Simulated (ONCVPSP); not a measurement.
## Transferability test, ONCV potential for Ir (Z = 77)

| Quantity | Value |
| --- | --- |
| Element | Ir (Z = 77) |
| Generator | ONCVPSP 4.0.1 |
| Type | optimised norm-conserving Vanderbilt (ONCV) |
| Functional | PBE |
| Relativity | fully relativistic |
| Frozen core | [Xe] 4f14 |
| Valence charge | 9 |
| Reference configuration | 5d7 6s0.5 (charge +1.5) |
| Partial waves | 6s: rc 2.45 bohr, ncon 4, nbas 8, qcut 2.4 1/bohr, 3 projectors, debl 2.8 Ha; p scattering state at 0.14 Ha: rc 2.20 bohr, ncon 4, nbas 8, qcut 4 1/bohr, 2 projectors, debl 4 Ha; 5d: rc 2.25 bohr, ncon 4, nbas 8, qcut 6.9 1/bohr, 3 projectors, debl 2.2 Ha |
| Local potential | polynomial inside 1.50 bohr (lpopt 3, dvloc0 -1 Ha) |
| Core correction | Teter function, fcfact 5.5, rcfact 1.55 |

Open shells are filled in proportion to 2j + 1.

In the p channel the program set the typed energies aside and used 0.050, 4.050 Ha (j = l + 1/2; the other j can differ).

Energies are relative to the spin-unpolarised reference configuration 5d7 6s0.5; without spin polarisation the order of configurations can differ from experiment.

| valence configuration | charge | ΔE all-electron (eV) | error AE − PS (meV) |
| --- | --- | --- | --- |
| 5d7 6s2 | 0 | -17.637 | -138 |
| 5d7 6s1 | +1 | -7.748 | -21 |
| 5d7 6s0 | +2 | 9.726 | -27 |

Task: What are ΔE and the potential's error for 5d8 6s1?

Result: ΔE = -17.982 eV all-electron; the error (AE − PS) is -109 meV.

Note: no bound ghost flagged; GHOST(+) flagged for p3/2 at 73.2 eV, p1/2 at 78.2 eV, s at 80.0 eV.
